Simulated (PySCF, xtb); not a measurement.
H6S, SMILES [H][S@OH12]([H])([H])([H])([H])[H].

Harmonic wavenumbers (cm⁻¹) from GFN2-xTB (xtb 6.7.1) at its own minimum, in rising order: 1221, 1221, 1221, 1261, 1262, 1262, 1509, 1510, 1510, 1692, 1692, 1692, 1765, 1765, 1949.

**Question.** What does PBE-D3(BJ)/def2-TZVP (PySCF 2.14.0) give at its own minimum? (The exact figures need the calculation; the answer reports its results.)

**Answer.** 1306, 1306, 1306, 1326, 1326, 1326, 1334, 1334, 1334, 1888, 1888, 1988, 1988, 1988, 2175. Paired by order, the mean absolute difference is 156 cm⁻¹ and the zero-point energies are 32.2 and 34.0 kcal/mol.
